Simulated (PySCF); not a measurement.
Excitations are Tamm–Dancoff values on a coarser integration grid. The basis has no diffuse functions, so Rydberg states are missing or too high.

Cartesian coordinates (Å):
SMILES: c1cc2sccc2c(F)c1[SiH3]
```xyz
18

F      0.2006     2.0228    -0.9107
C      0.1340     0.7888    -0.3589
C      1.3166     0.0836    -0.1264
Si     2.9788     0.8530    -0.5803
C      1.2107    -1.2115     0.4551
C     -0.0221    -1.7784     0.7902
C     -1.1881    -1.0318     0.5381
S     -2.8455    -1.4987     0.8576
C     -3.4412     0.0176     0.2256
C     -2.4444     0.8533    -0.2126
C     -1.1395     0.2718    -0.0432
H      4.0509    -0.1364    -0.2142
H      3.0636     1.1475    -2.0526
H      3.2145     2.1339     0.1715
H      2.1308    -1.7848     0.6470
H     -0.0770    -2.7806     1.2383
H     -4.5229     0.2020     0.2172
H     -2.6200     1.8478    -0.6417
```
Charge 0, spin multiplicity 1.

Give the total energy, S1 excitation (TDA), S1 oscillator strength, T1 excitation (TDA), HOMO–LUMO gap, LUMO, dipole moment and S1–T1 gap (TDA) at the level PySCF with PBE-D3(BJ)/def2-TZVP // PBE-D3(BJ)/def2-SVP.


```yaml
total_energy: -1095.9833 Ha
S1 excitation (TDA): 4.18 eV
S1 oscillator strength: 0.042
T1 excitation (TDA): 3.18 eV
HOMO–LUMO gap: 3.60 eV
LUMO: -1.98 eV
dipole_moment: 1.54 D
S1–T1 gap (TDA): 1.00 eV
```
